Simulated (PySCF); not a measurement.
Spin–spin coupling constants

Molfile (atoms numbered from 1):
```
C5H9NO
     RDKit          3D

 16 16  0  0  0  0  0  0  0  0999 V2000
    2.9348    1.3153    0.2221 O   0  0  0  0  0  0  0  0  0  0  0  0
    2.3933    0.2606   -0.0285 C   0  0  0  0  0  0  0  0  0  0  0  0
    1.0631    0.0391    0.0561 N   0  0  0  0  0  0  0  0  0  0  0  0
    0.1319    1.0827    0.4559 C   0  0  0  0  0  0  0  0  0  0  0  0
   -1.2285    0.4903    0.1004 C   0  0  0  0  0  0  0  0  0  0  0  0
   -1.0083   -1.0110    0.2760 C   0  0  0  0  0  0  0  0  0  0  0  0
    0.4029   -1.2155   -0.2686 C   0  0  0  0  0  0  0  0  0  0  0  0
    2.9553   -0.6484   -0.3582 H   0  0  0  0  0  0  0  0  0  0  0  0
    0.2221    1.2841    1.5389 H   0  0  0  0  0  0  0  0  0  0  0  0
    0.3629    2.0248   -0.0633 H   0  0  0  0  0  0  0  0  0  0  0  0
   -2.0427    0.8883    0.7222 H   0  0  0  0  0  0  0  0  0  0  0  0
   -1.4746    0.7143   -0.9507 H   0  0  0  0  0  0  0  0  0  0  0  0
   -1.0390   -1.2746    1.3459 H   0  0  0  0  0  0  0  0  0  0  0  0
   -1.7556   -1.6301   -0.2404 H   0  0  0  0  0  0  0  0  0  0  0  0
    0.3818   -1.3855   -1.3614 H   0  0  0  0  0  0  0  0  0  0  0  0
    0.9185   -2.0736    0.1906 H   0  0  0  0  0  0  0  0  0  0  0  0
  1  2  2  0
  2  3  1  0
  3  4  1  0
  4  5  1  0
  5  6  1  0
  6  7  1  0
  7  3  1  0
  2  8  1  0
  4  9  1  0
  4 10  1  0
  5 11  1  0
  5 12  1  0
  6 13  1  0
  6 14  1  0
  7 15  1  0
  7 16  1  0
M  END
```

Couplings: B3LYP/pcJ-1 (spin–dipole term only in couplings to heteroatoms) in PySCF 2.14.0 with density-fitted response routines, geometry PBE0-D3(BJ)/def2-SVP; gas phase, one conformer, non-relativistic. Couplings are averaged over pairs made equivalent by symmetry, fast rotation or ring inversion, so a value needn't be that of the named pair in this geometry, while other rotamers aren't included; one pair stands for each set, and the list holds a selection of those of at least 0.8 Hz over up to four bonds, among pairs with at least one C or N or H atom (others weren't computed).

Isotopes: 13C, 1H, 17O, 15N. Couplings to quadrupolar nuclei such as 17O and 33S are rarely resolved in practice.

| pair | bonds | J (Hz) |
| --- | --- | --- |
| O1, C2 | 1 | ? |
| C2, N3 | 1 | ? |
| C2, H8 | 1 | 191.6 |
| N3, C4 | 1 | -12.1 |
| N3, C7 | 1 | -12.8 |
| C4, C5 | 1 | 36.3 |
| C4, H9 | 1 | ? |
| C5, C6 | 1 | ? |
| C5, H11 | 1 | 137.3 |
| C6, C7 | 1 | 36.2 |
| C6, H13 | 1 | 137.4 |
| C7, H15 | 1 | ? |
| O1, N3 | 2 | ? |
| O1, H8 | 2 | ? |
| N3, C5 | 2 | -2.2 |
| C6, H15 | 2 | -2.9 |
| C7, H13 | 2 | -1.8 |
| H9, H10 | 2 | -13.8 |
| H11, H12 | 2 | -13.7 |
| C2, C6 | 3 | 3.8 |
| C2, H15 | 3 | 1.0 |
| C4, H8 | 3 | 4.3 |
| C4, H13 | 3 | 4.4 |
| C6, H9 | 3 | ? |
| H11, H14 | 3 | 7.8 |
| H13, H15 | 3 | 6.8 |

Estimate the withheld couplings, with signs.

## Answers


- 1J(O1,C2) = 29.0 Hz (bond length 1.212 Å)
- 1J(C2,N3) = -16.4 Hz (bond length 1.351 Å)
- 1J(C4,H9) = 148.6 Hz (bond length 1.105 Å, sp3 carbon)
- 1J(C5,C6) = 31.9 Hz (bond length 1.528 Å)
- 1J(C7,H15) = 145.3 Hz (bond length 1.106 Å, sp3 carbon)
- 2J(O1,N3) = -0.9 Hz (angle at C2 125°)
- 2J(O1,H8) = -7.2 Hz (angle at C2 123°)
- 3J(C6,H9) = 3.8 Hz (mean over equivalent pairs that range from 0.2 to 7.5 Hz in this conformer)
